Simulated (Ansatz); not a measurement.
A nudged elastic band was laid between two geometries of BF₂H₃O (7 atoms, charge 0, multiplicity 1).

Theory: Ansatz, RKS PBE-D4/def2-SVP.

```json
{
  "movable images": "7",
  "climbing image": "yes",
  "spring": "5.0 eV/Å²",
  "optimiser": "quadratic models (default)",
  "start path": "through a guess of the saddle point",
  "force threshold": "0.03 eV/Å",
  "iteration limit": "60",
  "end points": "relaxed"
}
```

Image 0:

```xyz
7
Properties=species:S:1:pos:R:3
B -0.028 -0.013 0.157
F -0.228 -0.728 1.309
F 1.266 -0.009 -0.292
H -0.924 0.012 -0.668
O -0.076 1.656 0.860
H 0.859 1.929 0.742
H -0.156 1.449 1.816
```

Image 8:

```xyz
7
Properties=species:S:1:pos:R:3
B 0.123 0.495 -0.257
F -0.383 -0.340 2.247
F 1.317 0.001 -0.594
H -0.900 0.008 -0.677
O 0.058 1.624 0.524
H 0.952 1.957 0.743
H -0.455 0.551 1.937
```

(1) Which bonds break or form, and what moves?

(2) What energy profile does the band end with?

(3) What is the geometry of the highest image?

(4) What are the harmonic wavenumbers there?

Results:

(1) Bonds broken: B1–F2, O5–H7. Bonds formed: F2–H7. BF2H3O becomes BFH2O + FH.

(2) It converged. The highest image is number 4 of 0 to 8, 0.77 eV above the first end and 0.35 eV above the last; the last end lies 0.42 eV above the first. A vibrational analysis at the climbing image gives one clearly imaginary mode, 701i cm⁻¹: a first-order saddle point. The orbitals stay closed-shell, which can raise the energy where a bond breaks towards radicals; this wasn't checked here.

| image | path coordinate (Å) | energy (eV) | B1–F2 (Å) | O5–H7 (Å) | F2–H7 (Å) |
| --- | --- | --- | --- | --- | --- |
| 0 | 0.00 | 0.00 | 1.37 | 0.98 | 2.24 |
| 1 | 0.24 | 0.04 | 1.39 | 0.99 | 1.93 |
| 2 | 0.49 | 0.21 | 1.44 | 1.01 | 1.62 |
| 3 | 0.73 | 0.56 | 1.55 | 1.11 | 1.34 |
| 4 | 0.98 | 0.77 | 1.70 | 1.31 | 1.11 |
| 5 | 1.24 | 0.64 | 1.93 | 1.54 | 0.99 |
| 6 | 1.49 | 0.50 | 2.21 | 1.73 | 0.96 |
| 7 | 1.75 | 0.43 | 2.47 | 1.84 | 0.95 |
| 8 | 2.01 | 0.42 | 2.69 | 1.85 | 0.95 |

(3) 
```xyz
7
Properties=species:S:1:pos:R:3
B 0.030 0.299 0.060
F -0.309 -0.350 1.593
F 1.286 -0.075 -0.267
H -0.902 0.015 -0.659
O -0.031 1.642 0.730
H 0.876 2.007 0.791
H -0.237 0.759 1.676
```

(4) 701i, 321, 415, 487, 642, 777, 888, 955, 1045, 1179, 1213, 1296, 1972, 2623, 3683 cm⁻¹.

Time of the run: 2.2 min on 1 thread of Arm Neoverse V1 (shared host), peak memory 0.13 GiB.
